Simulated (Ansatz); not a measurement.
Cost and result up the ladder for the cluster Pd3Au (4 atoms). The state is a doublet with charge 0. Geometry: B3LYP-D4/def2-SVP.

```csv
atom,x (Å),y (Å),z (Å)
Pd1,1.2793,0.9365,0.3644
Pd2,-1.1660,0.2737,1.1009
Pd3,0.4559,-1.5576,0.1120
Au4,-0.5692,0.3474,-1.5773
```

Ansatz on 4 threads of AMD EPYC 7R43 on a shared host. Times are rough, and most runs start from the orbitals of an earlier one. ωB97M-V/def2-TZVP serves as the yardstick here, not as an exact answer. Differences are given only for rows in sets of like size (and for xTB, whose basis is part of the method), since another set adds its own error. Binding counts from free atoms at the same level (Pd singlet, Au doublet; other spins of the atoms weren't run), without zero-point energy or a counterpoise term.

In the def2 sets Au, Pd take a core potential; there is no spin–orbit coupling. LC-ωPBE has ω = 0.4 bohr⁻¹. Correlated methods freeze no core orbitals; core or outer-core shells of Pd, Au are correlated, in sets that lack core-valence functions. The structure comes from a short search, and lower isomers may exist.

Run but left out: MP2/def2-TZVP (⟨S²⟩ 1.44, where a pure state has 0.75).

Correlated methods converge slowly with the basis.

```
                          level  functions  wall time  binding energy per atom (eV)  difference from ωB97M-V/def2-TZVP (eV)
                PBE-D4/def2-SVP        125      4.2 s                          1.79                                       –
            revPBE-D4/def2-TZVP        160      4.3 s                          1.67                                    0.48
              PBE-D4/def2-TZVPD        163      4.5 s                          1.82                                    0.63
               PBE-D4/def2-TZVP        160      4.6 s                          1.81                                    0.62
               PBE0-D4/def2-SVP        125        6 s                          1.42                                       –
             PBE0-D4/def2-TZVPD        163        8 s                          1.44                                    0.25
PBE0-D4/def2-TZVP (with forces)        160      9.5 s                          1.44                                    0.25
              RPA@PBE/def2-TZVP        160      9.5 s                          1.37                                    0.17
            r2SCAN-D4/def2-TZVP        160      9.5 s                          1.89                                    0.70
           r2SCAN-D4/def2-TZVPD        163      9.5 s                          1.89                                    0.70
           r2SCANh-D4/def2-TZVP        160       12 s                          1.72                                    0.53
              LC-ωPBE/def2-TZVP        160       16 s                          1.14                                   -0.05
         CAM-B3LYP-D4/def2-TZVP        160       20 s                          1.27                                    0.07
              ωB97M-V/def2-TZVP        160       77 s                          1.19                                    0.00
```
